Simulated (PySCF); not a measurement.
Members of one series of related molecules.

All values: CAM-B3LYP/def2-SVPD (PySCF) at GFN2-xTB geometries, gas phase, one conformer each. Core orbitals are frozen in the response; Δα² is half the sum of the squared differences of the principal polarisabilities.

Question: Rank by HOMO–LUMO gap, lowest first.
A. `C(/CF)(=C(/C)C#C)[SiH3]`
B. `C/C=C(/[SiH3])CF`
C. `C/C(CF)=C(/[SiH3])CF`

Answer: A (8.00 eV), C (9.14 eV), B (9.62 eV).

Question: Rank by HOMO energy, highest first.
A. `C/C(CF)=C(/[SiH3])CF`
B. `C#C/C(C)=C(\[SiH3])CF`
C. `C/C=C(/[SiH3])CF`

Answer: B (-8.20 eV), C (-8.67 eV), A (-8.85 eV).

Question: Rank by polarisability anisotropy Δα, lowest first.
A. `[CH:1]#[C:2]/[C:3]([CH3:4])=[C:5](\[SiH3:6])[CH2:7][F:8]` with C3–C5–C7–F8 -173°
B. `[CH3:1]/[C:2]([Cl:3])=[C:4](\[SiH3:5])[CH2:6][F:7]` with C2–C4–C6–F7 -179°
C. `[CH3:1]/[CH:2]=[C:3](/[SiH3:4])[CH2:5][F:6]` with C2–C3–C5–F6 179°
D. `[CH3:1]/[C:2]([CH2:3][F:4])=[C:5](/[SiH3:6])[CH2:7][F:8]` with C1–C2–C3–F4 59°, C2–C5–C7–F8 165°

Answer: C (4.63 Å³), D (4.88 Å³), B (6.06 Å³), A (7.25 Å³).

All values together:

```
               SMILES                      change    formula  μ (D)  HOMO (eV)  LUMO (eV)  α (Å³)  Δα (Å³)  electrons  α per electron (Å³)
     C/C=C(/[SiH3])CF                      parent    C4H9FSi   2.49      -8.67       0.96   11.50     4.63         56                0.205
 C/C(Cl)=C(\[SiH3])CF       H on C replaced by Cl  C4H8ClFSi   1.61      -8.69       0.56   13.53     6.06         72                0.188
 C/C(CF)=C(/[SiH3])CF     H on C replaced by CH2F  C5H10F2Si   1.63      -8.85       0.29   13.24     4.88         72                0.184
C#C/C(C)=C(\[SiH3])CF  H on C replaced by ethynyl    C6H9FSi   2.18      -8.20      -0.19   14.75     7.25         68                0.217
```

Conformers: `[CH3:1]/[CH:2]=[C:3](/[SiH3:4])[CH2:5][F:6]` with C2–C3–C5–F6 179°; `[CH3:1]/[C:2]([Cl:3])=[C:4](\[SiH3:5])[CH2:6][F:7]` with C2–C4–C6–F7 -179°; `[CH3:1]/[C:2]([CH2:3][F:4])=[C:5](/[SiH3:6])[CH2:7][F:8]` with C1–C2–C3–F4 59°, C2–C5–C7–F8 165°; `[CH:1]#[C:2]/[C:3]([CH3:4])=[C:5](\[SiH3:6])[CH2:7][F:8]` with C3–C5–C7–F8 -173°.

Question: Give the shifts from the parent, `C/C=C(/[SiH3])CF`.

Answer: 
| SMILES | change in μ (D) | change in HOMO (eV) | change in LUMO (eV) | change in mean α (Å³) |
| --- | --- | --- | --- | --- |
| C/C(Cl)=C(\[SiH3])CF | -0.88 | -0.02 | -0.40 | +2.03 |
| C/C(CF)=C(/[SiH3])CF | -0.86 | -0.18 | -0.67 | +1.74 |
| C#C/C(C)=C(\[SiH3])CF | -0.31 | +0.47 | -1.15 | +3.25 |
